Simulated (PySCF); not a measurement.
# `CO[S@](=O)c1ncn[nH]1`, C3H5N3O2S

Geometry:
| atom | x (Å) | y (Å) | z (Å) |
| --- | --- | --- | --- |
| C1 | -2.252 | 0.674 | 0.129 |
| O2 | -1.795 | -0.656 | 0.181 |
| S3 | -0.799 | -1.141 | -1.053 |
| O4 | -0.493 | -2.525 | -0.791 |
| C5 | 0.683 | -0.303 | -0.395 |
| N6 | 0.948 | 0.986 | -0.362 |
| C7 | 2.139 | 1.045 | 0.270 |
| N8 | 2.613 | -0.128 | 0.620 |
| N9 | 1.684 | -0.983 | 0.194 |
| H10 | -2.844 | 0.850 | -0.773 |
| H11 | -2.877 | 0.823 | 1.008 |
| H12 | -1.411 | 1.373 | 0.152 |
| H13 | 2.648 | 1.965 | 0.470 |
| H14 | 1.756 | -1.981 | 0.328 |

The calculation used GIAO mPW1PW91/cc-pVDZ magnetisability, rotational g tensor and spin-rotation constants, non-relativistic, gas phase in PySCF 2.14.0. Geometry: GFN2-xTB.

Q: How diamagnetic is it, and how anisotropic?

A: Isotropic -1195 × 10⁻³⁰ J/T², or -71.9 × 10⁻⁶ cm³/mol; principal values -1663, -997, -923 × 10⁻³⁰ J/T², anisotropy 706 × 10⁻³⁰ J/T² (root of half the summed squared differences of the principal values). The susceptibility is in cgs units.

Q: Split it along the inertial axes a, b, c into diamagnetic and paramagnetic parts about the centre of mass, with the quadrupole moment.

A: 
```tsv
axis	χ (10⁻⁶ cm³/mol)	diamagnetic (10⁻⁶ cm³/mol)	paramagnetic (10⁻⁶ cm³/mol)	summed x² of all electrons (Å²)	quadrupole Θ (D Å)
a	-59.3	-565.4	506.1	225.3	-2.19
b	-66.3	-1074.9	1008.6	105.2	+3.29
c	-90.2	-1402.1	1311.9	28.1	-1.10
```
Anisotropies 2χaa − χbb − χcc = +38.0 and 2χbb − χaa − χcc = +16.9 × 10⁻⁶ cm³/mol. Θ is traceless in Buckingham's convention.

Q: And the rotational g tensor?

A: 
```tsv
axis	rotational constant (GHz)	g	nuclear part	electronic part
a	2.5823	-0.0502	0.5638	-0.6140
b	1.1694	-0.0207	0.5335	-0.5541
c	0.8884	-0.0046	0.5429	-0.5475
```
Asymmetric top; isotopes 12C, 1H, 14N, 16O, 32S; no vibrational averaging.
